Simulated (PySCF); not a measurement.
Input for PySCF: R-B3LYP/LANL2DZ on CdH2OSe (SMILES [OH][Cd][SeH]), a point of a bond scan (R = 2.578 Å).

```python
from pyscf import gto, scf, dft, mp
from pyscf.data.elements import chemcore

mol = gto.M(
    atom='''
    Cd    0.43542349   -0.58659809   -0.10571507
    O     1.50138246   -2.22921268   -0.45382337
    H     2.37931999   -2.19685356   -0.05914469
    Se   -0.99187593    1.39292813    0.21517457
    H    -1.99821207    0.40379084    2.37282888
    ''',
    basis='lanl2dz',
    ecp={'Cd': 'lanl2dz', 'Se': 'lanl2dz'},
    charge=0, spin=0, verbose=3, max_memory=1800)
mf = dft.RKS(mol, xc='b3lyp')
mf.conv_tol = 1e-8
mf.max_cycle = 100
mf.kernel()
if not mf.converged:
    mf = mf.newton().run(mf.mo_coeff, mf.mo_occ)
```

The log:

```
converged SCF energy = -133.632793654473
```

The calculation finished and met its thresholds.

Cost: around 5 core-seconds (rough).
